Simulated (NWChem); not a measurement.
System: GaCl2F; SMILES [F][Ga]([Cl])[Cl]

All runs: NWChem. The geometry was optimised at PBE0/def2-SVP.

Task: Predict the results for Hartree-Fock/def2-TZVPP. Quantities: highest occupied level (eV); orbital gap (eV); dipole (D).

Result: 
```json
{
 "highest occupied level (eV)": "-13.09",
 "orbital gap (eV)": "14.56",
 "dipole (D)": "0.87"
}
```
